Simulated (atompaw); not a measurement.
**Before and after: PAW (atompaw) potential for Al (Z = 13)**

| Item | Value |
| --- | --- |
| Element | Al |
| Generator | atompaw 4.2.0.5 |
| Type | PAW |
| Functional | LDA (PW92) |
| Relativity | non-relativistic |
| Frozen core | [Ne] |
| Valence charge | 3 |
| Reference configuration | 3s2 3p1 |
| Partial waves | 3s (bound): rc 2.15 bohr; 3s channel at 1.25 Ry: rc 2.15 bohr; 3p (bound): rc 2.15 bohr; 3p channel at 3.2 Ry: rc 2.15 bohr |
| Local potential | troulliermartins scheme with l = 2 at 0 Ry, radius 1.50 bohr |
| Core correction | smooth core density matched at 1.50 bohr |
| Augmentation charge | sinc compensation charge, radius 2.05 bohr; PAW radius 2.15 bohr; waves and projectors: custom rrkj gramschmidtortho |

Change: local potential troulliermartins scheme with l = 2 at 0 Ry, radius 0.98 bohr.

Cutoffs: the cutoffs (Ry, on a coarse ladder) from which the occupation-weighted sum of valence levels, in a spherical-Bessel basis at the reference potential, stays within 10 and 1 mRy of its value at 400 Ry; they do not see the model core or the augmentation charge, which bear on the density cutoff.

Task: What does the change do?

Result: Both files are so soft that the ladder of cutoffs tells neither apart; a bound ghost appears in s, which as a rule spoils a file; the range in which the s phases agree widens (upper end 3.3 → at the end of the scan). A state that the projectors do not describe sees the local part alone, so a deeper or shallower local part can create or remove a ghost.

```tsv
quantity	base	changed
cutoff, loose	6 Ry	6 Ry
cutoff, tight	8 Ry	8 Ry
bound ghosts	none	s
s: phases at 2.16 bohr within 0.05 rad from the reference energy up to (Ry; the scan ends near 5)	3.3	to the end of the scan
p: phases at 2.16 bohr within 0.05 rad from the reference energy up to (Ry; the scan ends near 5)	to the end of the scan	to the end of the scan
lowest overlap eigenvalue by channel	s 0.34, p 0.66	s 0.16, p 0.58
```

 A true bound ghost makes a file unfit for plane-wave use even where its test errors are small: the radial tests pick states by their node count and pass the ghost by. The cutoffs see the waves, projectors and local potential, not the compensation charge or the core.
